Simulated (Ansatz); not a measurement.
Two members of one family (Series SiH3X), computed with Ansatz in the gas phase. The two geometries come from different levels. Binding counts from free atoms in the multiplicity of their measured ground term, without zero-point energy. A dash marks a value that wasn't run or was left out as unsound. The structures are stationary points that may keep the symmetry of their start. Remarks come from the PBE and PBE0 runs and from stability tests at other levels; not every state was tested. HOMO above LUMO (over both spins in singlets and doublets, within one spin in higher multiplets; at PBE or PBE0), or a gap under 0.15 eV within one spin, warns that the state may not be the lowest or that an electron is smeared out.

First: SiMeH3 (singlet, charge 0, r2SCAN-D4/def2-TZVP geometry).

```xyz
8

Si    0.550   -0.603   -0.342
C    -0.613    0.672    0.381
H    -0.803    1.475   -0.334
H    -0.190    1.115    1.285
H    -1.572    0.218    0.642
H     0.821   -1.683    0.643
H     1.846    0.025   -0.715
H    -0.039   -1.218   -1.561
```

```json
{"level": "PBE-D4/def2-SVP", "HOMO (eV)": "-7.87", "LUMO (eV)": "0.44", "gap (eV)": "8.31", "vertical IE (eV)": "–", "binding per atom (eV)": "3.38"}
{"level": "PBE-D4/def2-TZVP", "HOMO (eV)": "-7.90", "LUMO (eV)": "-0.09", "gap (eV)": "7.82", "vertical IE (eV)": "11.28", "binding per atom (eV)": "3.38"}
{"level": "r2SCAN-D4/def2-TZVP", "HOMO (eV)": "-8.20", "LUMO (eV)": "0.50", "gap (eV)": "8.70", "vertical IE (eV)": "11.47", "binding per atom (eV)": "3.40"}
{"level": "PBE0-D4/def2-TZVP", "HOMO (eV)": "-9.22", "LUMO (eV)": "0.69", "gap (eV)": "9.91", "vertical IE (eV)": "11.57", "binding per atom (eV)": "3.37"}
{"level": "r2SCAN0-D4/def2-TZVP", "HOMO (eV)": "-9.42", "LUMO (eV)": "1.08", "gap (eV)": "10.50", "vertical IE (eV)": "–", "binding per atom (eV)": "3.38"}
```

Remarks: gap within one spin near zero at PBE or PBE0 (+1 doublet).

Second: Si(CF3)H3 (singlet, charge 0, r2SCAN-D4/def2-SVP geometry).

```xyz
8

Si   -0.277    0.920    0.215
C     0.266   -0.884   -0.206
F    -0.752   -1.606   -0.719
F     0.709   -1.541    0.887
F     1.267   -0.906   -1.114
H     0.904    1.625    0.779
H    -1.381    0.836    1.208
H    -0.736    1.557   -1.049
```

Q: Estimate how these quantities change from the first to the second (second minus first).

A: 
| level | Δ HOMO (eV) | Δ LUMO (eV) | Δ gap (eV) | Δ vertical IE (eV) | Δ binding per atom (eV) |
| --- | --- | --- | --- | --- | --- |
| PBE-D4/def2-SVP | 0.04 | -0.75 | -0.78 | – | 0.37 |
| PBE-D4/def2-TZVP | -0.17 | -0.63 | -0.46 | 0.28 | 0.30 |
| r2SCAN-D4/def2-TZVP | -0.24 | -0.81 | -0.58 | 0.30 | 0.20 |
| PBE0-D4/def2-TZVP | -0.44 | -0.61 | -0.16 | 0.46 | 0.19 |
| r2SCAN0-D4/def2-TZVP | -0.49 | -0.73 | -0.24 | – | 0.12 |

Remarks: gap within one spin near zero at PBE or PBE0 (+1 doublet).
